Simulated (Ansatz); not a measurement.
Consider the redistribution: `C1C[SiH2]1` + `[OH][Ga]([Cl])[Cl]` → `Cl[SiH]1CC1` + `[OH][GaH][Cl]`.

Computed with Ansatz on PBE0-D4/def2-TZVP structures; ΔE is electronic, products minus reactants. CCSD(T)/CBS adds triple-zeta CCSD(T) − MP2 to the extrapolated MP2 energy (def2 sets, frozen cores). Functionals use def2-TZVPP. For Ga outer-core shells are correlated without core-valence functions, which leaves a few kJ/mol of doubt a bond. Scalar relativity is left out up to krypton. One conformer a species, not always the lowest.

`C1C[SiH2]1`:

Cartesian coordinates in Å:
```
C 0.897 0.046 -0.346
C -0.143 0.812 0.497
Si -0.722 -0.821 -0.144
H 1.767 -0.326 0.185
H 1.148 0.478 -1.309
H 0.078 0.917 1.554
H -0.539 1.723 0.060
H -1.669 -0.860 -1.278
H -0.818 -1.969 0.782
```

`[OH][Ga]([Cl])[Cl]`:

```xyz
5

O    -0.984   -0.229    0.989
Ga    0.250    0.260   -0.174
Cl    0.927    2.258   -0.156
Cl    1.038   -1.135   -1.566
H    -1.231   -1.154    0.906
```

`Cl[SiH]1CC1`:

```xyz
9

Cl    1.659   -1.030    1.893
Si    0.795    0.306    0.611
C    -0.970    0.118    0.169
C     0.046   -0.294   -0.946
H     1.445    1.624    0.714
H    -1.543   -0.695    0.604
H    -1.576    0.995   -0.033
H     0.080   -1.354   -1.179
H     0.065    0.329   -1.834
```

`[OH][GaH][Cl]`:

Z-matrix (Å, degrees):
```
Ga
O 1 1.772
Cl 1 2.145 2 115.0
H 1 1.541 2 122.5 3 180.0
H 2 0.960 1 113.5 3 0.0
```

CCSD(T)/CBS gives +10.3 kJ/mol.

(1) Another level gave +9.2 kJ/mol. Which?
A. HF/def2-TZVPP
B. B97M-V/def2-TZVPP
C. CAM-B3LYP-D4/def2-TZVPP
D. BHLYP-D4/def2-TZVPP

Largest T1 diagnostic among the species: 0.013.

Answers

(1) C. CAM-B3LYP-D4 9.2, BHLYP-D4 13.4, B97M-V 3.9, HF/def2-TZVPP 20.5 kJ/mol.

At CCSD(T), def2-SVP lies +21.8 kJ/mol from the extrapolated value and def2-TZVPP +5.8 kJ/mol. In def2-TZVPP, CCSD(T) changes the Hartree–Fock value by −4.4 kJ/mol (the triples alone add −0.1 kJ/mol) and MP2 by −6.4 kJ/mol.
